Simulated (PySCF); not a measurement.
H₃NO₃S, SMILES NS(=O)(=O)O.

Geometry optimised at PBE-D3(BJ)/def2-SVP. One conformer was computed; it need not be the lowest.

All values below come from PBE-D3(BJ)/def2-SVP (PySCF 2.14.0).

Frequencies are harmonic and unscaled.

| mode | ν (cm⁻¹) | IR (km/mol) | moving atoms (share of kinetic energy) |
|---|---|---|---|
| 1 | 10 | 43.1 | H 88 %, O 11 % |
| 2 | 288 | 65.1 | H 78 %, O 17 % |
| 3 | 307 | 37.8 | O 52 %, H 25 %, N 21 % |
| 4 | 390 | 0.9 | O 47 %, H 33 %, N 20 % |
| 5 | 446 | 39.1 | O 65 %, S 17 %, H 11 % |
| 6 | 478 | 7.2 | O 66 %, S 14 %, N 11 %, H 9 % |
| 7 | 479 | 38.1 | O 64 %, S 18 %, N 11 % |
| 8 | 600 | 135.1 | H 45 %, N 38 %, O 14 % |
| 9 | 741 | 309.2 | O 54 %, S 37 % |
| 10 | 832 | 53.6 | N 40 %, H 25 %, S 24 %, O 10 % |
| 11 | 1040 | 1.3 | H 78 %, N 13 %, O 8 % |
| 12 | 1077 | 10.2 | H 72 %, O 23 % |
| 13 | 1164 | 224.0 | O 55 %, S 30 %, H 14 % |
| 14 | 1368 | 226.1 | O 49 %, S 47 % |
| 15 | 1495 | 42.4 | H 90 %, N 9 % |
| 16 | 3435 | 36.0 | H 96 % |
| 17 | 3554 | 52.2 | H 91 %, N 9 % |
| 18 | 3640 | 77.8 | H 94 % |
